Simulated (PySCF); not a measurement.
Compound: Si(CN)2Me2, C₄H₆N₂Si.
Bonds: Si1–C2, Si1–C4, Si1–C6, Si1–C10, C2–N3, C4–N5. Hydrogens: H7, H8, H9 on C6; H11, H12, H13 on C10.

A GFN2-xTB structure was refined with PySCF, PBE0-D3(BJ)/def2-SVP geometry optimisation, gas phase. Its GFN2-xTB values:

```
coordinate  GFN2-xTB
    Si1–C2   1.855 Å
    Si1–C6   2.011 Å
     C2–N3   1.124 Å
     C6–H7   1.080 Å
 Si1–C2–N3    178.2°
 C2–Si1–C4    106.0°
 C2–Si1–C6    106.2°
C6–Si1–C10    112.4°
```

Task: How do these coordinates change at the PBE0-D3(BJ)/def2-SVP level?

Result: 
```tsv
coordinate	PBE0-D3(BJ)/def2-SVP (Å or °)	change
Si1–C6	1.859	-0.152
C2–N3	1.159	+0.035
C6–H7	1.101	+0.021
Si1–C2	1.861	+0.006
C6–Si1–C10	115.7	+3.3
C2–Si1–C6	109.1	+2.9
C2–Si1–C4	105.0	-1.0
Si1–C2–N3	177.5	-0.7
```

The energy falls by 134.1 kJ/mol over 8 energy and gradient evaluations, the largest force component goes from 0.3816 to 3.6e-04 Eh/bohr, and the atoms move by 0.069 Å rms after alignment. The bond that changes most is Si1–C6 (ends: silicon bonded to 4 C; carbon bonded to Si and 3 H), which shortens by 0.152 Å. Bonds longer at the end by more than 0.005 Å: 5 of 12; shorter: 5. Rotational constants go from 2231, 1658, 1406 to 2314, 1671, 1418 MHz.

The run used 132 basis functions and 58 SCF cycles in all.

Whether it is a minimum is left open (no frequencies).
